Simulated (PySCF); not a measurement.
## Peak assignment

Atom-mapped SMILES (the numbers label the heavy atoms): `[BH2-:1]1[O:2][CH:3]=[CH:4][CH:5]=[O+:6]1`. Hydrogens are named by the atom that carries them.

PySCF 2.14.0 with density-fitted response routines calculation with PBE0/pcSseg-1 with gauge-including orbitals, spin–spin couplings from B3LYP/pcJ-1 (spin–dipole term only in couplings to heteroatoms) and PBE0-D3(BJ)/def2-SVP structure; no relativistic terms, one computed conformer, gas phase, averaged over atoms made equivalent by symmetry, fast rotation or ring inversion.

Chemical shifts δ = σref − σ; TMS for 13C (184.41 ppm) and 1H (31.27 ppm), all at this level.

(1) Assign these signals to the numbered atoms. 13C{1H} NMR (computed): δ 186.2, 101.7.

(2) Assign these signals to the numbered atoms. 1H NMR (500 MHz, computed): δ 7.46 (d, J = 4.0 Hz, 2H), 4.95 (t, J = 4.0 Hz, 1H), 4.27 (br, 2H).

Results:

(1) 
186.2 → C3/C5, alkene carbon bearing oxygen: an sp2 carbon further deshielded by the attached heteroatom
101.7 → C4, β carbon of an enol-ether or enamine type C=C: the O or N lone pair pushes π density onto this β carbon and shields it

(2) 
7.46 → H(C3)/H(C5), hydrogen on an alkene carbon bearing oxygen: attached to an sp2 carbon and in the plane of the double bond
4.95 → H(C4), hydrogen on a β carbon of an enol-ether or enamine type C=C: lone-pair donation from O or N shields it, upfield of ordinary alkene protons
4.27 → H(B1), hydrogen on a boron bonded to 2 O, in a 6-membered ring

Hydrogens on boron are broadened and split by 11B (spin 3/2, 80 %) and 10B (spin 3). Splittings below 1 Hz are ignored in the labels, and close J values are merged. Unscaled 3J(H,H) at this level run about 10 % above measured values. Shifts are as computed. Against solution values, carbons near 30 ppm lie about +2 ppm off and those near 130 ppm about +5 ppm. Of 1211 compounds with measured shifts, 218 miss one by over three times the rms of a fit or turn the order of signals round; such compounds aren't used in these exercises.
